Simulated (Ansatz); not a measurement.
```xyz
6

H    -1.0000    0.0000    0.0000
H     0.5000   -0.8660    0.0000
H    -0.5000    0.8660    0.0000
H    -0.5000   -0.8660    0.0000
H     1.0000    0.0000    0.0000
H     0.5000    0.8660    0.0000
```

Basis set: cc-pVTZ (spherical functions). All electrons are correlated. Charge 0, multiplicity 1.

Computed with Ansatz (development build ahead of 0.2.0); each method stands on the lowest determinant of its kind that the runs found. Restricted open shells among the atoms or ions are ROHF, correlated in semicanonical orbitals with singles.

Give the atomization energy at this shape (free ground-state atoms in the same class of orbitals less the molecule, no zero-point energy) of singlet H6 by RHF-MP2, RHF.

| method | atomization energy |
| --- | --- |
| RHF-MP2 | 10.50 eV |
| RHF | 6.99 eV |

Caution: stretched shape with no unrestricted run beside it, a lower state can exist. Caution for RHF-MP2: bonds are stretched, where a single reference can fail.
